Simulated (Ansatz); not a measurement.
`CC[SiH2][SiH2]F` + HBr → `CC[SiH2]Br` + `F[SiH3]`  (cleavage of the Si–Si bond)

Computed with Ansatz on PBE0-D4/def2-TZVP structures; ΔE is electronic, products minus reactants. CBS: MP2 limit from def2 TZ/QZ plus the TZ coupled-cluster correction, frozen cores. This one scheme is used for every species. DFT in def2-TZVPP. For Br outer-core shells are correlated without core-valence functions, which leaves a few kJ/mol of doubt a bond. Scalar relativity is left out up to krypton. Each species was taken in one conformer, which may not be the lowest.

```csv
level,ΔE (kcal/mol)
PBE-D4,-21.3
ωB97X-V,-25.1
PBE0,-23.6
MP2/def2-TZVPP,-28.2
SCS-MP2/def2-TZVPP,-28.0
CCSD/def2-TZVPP,-25.7
SCS-MP2/def2-QZVPP,-28.5
CCSD/CBS(def2),-26.7
```

Question: What does CCSD(T)/CBS give? (Estimate.)

Answer: Ansatz gave: -26.2 kcal/mol. The listed levels differ from it by 4.9, 1.1, 2.6, -2.0, -1.8, 0.5, -2.3, -0.5 kcal/mol.

Largest T1 diagnostic among the species: 0.011.

From PBE to PBE0 (25 % exact exchange), in def2-TZVPP and without D4, ΔE moves by −1.9 kcal/mol. In def2-TZVPP, CCSD(T) changes the Hartree–Fock value by +5.0 kcal/mol (the triples alone add +0.5 kcal/mol) and MP2 by +2.0 kcal/mol.
